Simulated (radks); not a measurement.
Values are calculated unless marked as measured or tabulated.
Question: The bromine ion Br+, 34 electrons, occupied as [Ar] 3d9 4s2 4p4 5s1 (not the ground configuration). Level of theory: Dirac Kohn-Sham, HCTH/407, spin-unpolarised, spherical densities, finite nucleus; open shells are shared between the two j in proportion to 2j + 1; Fermi nuclear charge, rms radius 4.1629 fm (a radial shooting solver on a logarithmic mesh with Libxc functionals).

Spin-orbit splittings of the eigenvalues, e(l+1/2) - e(l-1/2), with zeta = 2 splitting/(2l+1) and mean radii in bohr:

| shell | occ. | splitting (eV) | zeta (eV) | <r> j=l-1/2 | <r> j=l+1/2 |
|---|---|---|---|---|---|
| 2p | 6 | 47.51 | 31.67 | 0.1627 | 0.1666 |
| 3p | 6 | 7.035 | 4.690 | 0.5493 | 0.5592 |
| 3d | 9 | ? | ? | 0.5661 | 0.5697 |
| 4p | 4 | 0.7304 | 0.4869 | 1.755 | 1.786 |

Estimate the 3d splitting.

Answer: 1.158 eV (zeta = 0.4632 eV).
